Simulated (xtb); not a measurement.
RuO₄, SMILES [O]=[Ru](=[O])(=[O])=[O], multiplicity 1. All values are semi-empirical tight-binding results from xtb (GFN2-xTB unless named), good for trends rather than for accurate numbers. Coordinates come from a GFN2-xTB optimisation. The spin state was assumed, not searched. The isomer is the one that the SMILES or the coordinates give; other isomers of the formula were not compared.

For metal compounds this method's bond lengths and energies can be far off.

Computed properties:
The point group as xtb finds it is Td and the orbital gap comes out as 3.78 eV. The zero-point energy is 7.1 kcal/mol. The G − E(el) at 298.15 K (modified RRHO) is -9.8 kcal/mol.
